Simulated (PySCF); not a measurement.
BFHO, SMILES [OH+]=BF, charge +1.

The structure is a stationary point at B3LYP-D3(BJ)/def2-TZVP. A frequency run showed that this geometry is not a minimum. The isomer is the one that the SMILES or the coordinates give; other isomers of the formula were not compared.

Two levels are set side by side: TDDFT-PBE/def2-TZVPD (PySCF) and ADC(2)/aug-cc-pVDZ (PySCF). Vertical, same geometry; the bases differ. Differences are taken from unrounded values.

| quantity | ADC(2) | TDDFT-PBE | TDDFT-PBE minus ADC(2) |
|---|---|---|---|
| lowest singlet excitation (eV) | 10.66 | 9.99 | -0.67 |

A lower first singlet is the usual sign of a functional without exact exchange. Differences between two approximate levels are no errors against the true value.

Rough cost on one machine, each run with all the roots and properties that it gave: ADC(2) against TDDFT-PBE about 3 times.
